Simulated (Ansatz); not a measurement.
Saddle point of SiAsH7O, closed shell (SiH₄O ([OH][SiH3]) + AsH₃ → SiAsH₅ ([SiH3][AsH2]) + H₂O; bonds formed: Si1–As7, O2–H6; bonds broken: Si1–O2, H6–As7), PBE0-D4/def2-TZVP structure:

Si1  (-0.365, 0.847, -0.795)
O2  (-0.794, 0.420, 0.924)
H3  (-1.164, 0.146, -1.817)
H4  (-1.032, 2.183, -0.619)
H5  (1.029, 1.198, -1.146)
H6  (-0.150, -0.423, 0.961)
As7  (0.923, -1.638, -0.372)
H8  (-0.729, 1.099, 1.617)
H9  (2.033, -1.266, 0.608)
H10  (0.249, -2.565, 0.640)
(Å)

Energies are electronic, without zero-point energy. Barriers and step energies count from the start structure reached by relaxing down the imaginary mode; all methods use the PBE0-D4 structures, on which another method's saddle can fall below an end. Computed with Ansatz 0.2.0 (basis: def2-TZVPP, with def2-QZVPP for the basis limit); correlated methods freeze the cores. Filled d shells of the heavier atoms are correlated. The def2 sets are not built for correlating such inner shells, so the correlated values are less sure here. B3LYP uses VWN-RPA correlation. Extrapolation: Hartree–Fock as exp(−7.88 √X), correlation as X^−2.97.

```json
{"method": "SPW92", "barrier (eV)": "1.289", "step energy (eV)": "0.369"}
{"method": "PBE-D4", "barrier (eV)": "1.624", "step energy (eV)": "0.357"}
{"method": "BLYP-D4", "barrier (eV)": "1.881", "step energy (eV)": "0.511"}
{"method": "r2SCAN-D4", "barrier (eV)": "1.845", "step energy (eV)": "0.482"}
{"method": "B97M-V", "barrier (eV)": "2.084", "step energy (eV)": "0.544"}
{"method": "PBE0-D4", "barrier (eV)": "1.798", "step energy (eV)": "0.395"}
{"method": "B3LYP-D4", "barrier (eV)": "2.003", "step energy (eV)": "0.535"}
{"method": "r2SCAN0-D4", "barrier (eV)": "1.926", "step energy (eV)": "0.485"}
{"method": "BHLYP-D4", "barrier (eV)": "2.205", "step energy (eV)": "0.587"}
{"method": "CAM-B3LYP-D4", "barrier (eV)": "?", "step energy (eV)": "0.604"}
{"method": "wB97X-V", "barrier (eV)": "2.091", "step energy (eV)": "0.526"}
{"method": "wB97M-V", "barrier (eV)": "1.979", "step energy (eV)": "0.515"}
{"method": "B2PLYP", "barrier (eV)": "?", "step energy (eV)": "0.574"}
{"method": "PBE-QIDH", "barrier (eV)": "?", "step energy (eV)": "0.472"}
{"method": "RPA on PBE", "barrier (eV)": "2.185", "step energy (eV)": "0.565"}
{"method": "HF", "barrier (eV)": "2.775", "step energy (eV)": "0.753"}
{"method": "MP2", "barrier (eV)": "2.027", "step energy (eV)": "0.524"}
{"method": "CCSD", "barrier (eV)": "2.230", "step energy (eV)": "0.558"}
{"method": "CCSD(T)", "barrier (eV)": "2.107", "step energy (eV)": "0.525"}
```

(1) Fill in the withheld barriers. (To be estimated.)

No T1 diagnostic of these runs exceeds 0.013.

Answers

(1) Computed: CAM-B3LYP-D4 2.101; PBE-QIDH 1.965; B2PLYP 2.086 eV. Each is the energy of the saddle less that of the start structure, by the same method.

For comparison, the barrier by CCSD(T) at an estimated basis limit (MP2 extrapolated from triple and quadruple zeta, plus CCSD(T) − MP2 in triple zeta) is 2.033 eV.

Labels in which every atom is bracketed show which atoms are joined, not bond orders.

For scale, one of the runs: CCSD(T)/def2-TZVPP, 219 basis functions, launched by `ansatz run in.yaml --threads 4 --pin off --events-out ev --progress --plain --max-ram 9574MiB`. Hardware: 4 CPU threads of an Arm Neoverse V2, shared host. Wall time 89 s; peak host memory 3.2 GiB.
